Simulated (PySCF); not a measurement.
## Adding and removing an electron: TlBi

ROHF-MP2; basis Tl def2-SVP with ECP60, Bi def2-SVP with ECP60; scalar-relativistic core potentials; PySCF 2.14. Neutral (ROHF): triplet (π ↑↑), Re = 3.088 Å, ωe = 107 cm⁻¹, De = 1.08 eV.

TlBi⁺ (UHF): quartet (σ ↑, π ↑↑), Re = 3.478 Å, ωe = 48.7 cm⁻¹. The energies at the minima are -385.25905 hartree for TlBi and -385.03953 for TlBi⁺.

Question: Work out the adiabatic ionisation energy, without and with harmonic zero-point energies (1 hartree = 27.2114 eV, 1 eV = 8065.5 cm⁻¹), and the change of the bond length.

Answer: At MP2: 0.21952 hartree = 5.973 eV between the minima; the zero-point term (48.7 − 107.0)/2 cm⁻¹ = -0.004 eV makes it 5.970 eV. Re changes by +39.0 pm against the neutral. The electron leaves a σ orbital, and the ion is left as a loose complex of an ion and an atom.

Correlated steps freeze 8 core orbitals. UHF and ROHF references stand side by side, which adds small steps between rows. Correlated levels converge slowly with the basis: in double zeta they bind strong bonds too weakly, by up to about 1 eV, and carry superposition errors of some tenths. These are scalar-relativistic numbers at best; spin–orbit coupling would shift them, the dissociation energy most. States were picked by a PBE0 search and need not be the measured ground states.

Neutral and ion stand on different kinds of reference determinant, which adds to the error of the difference.
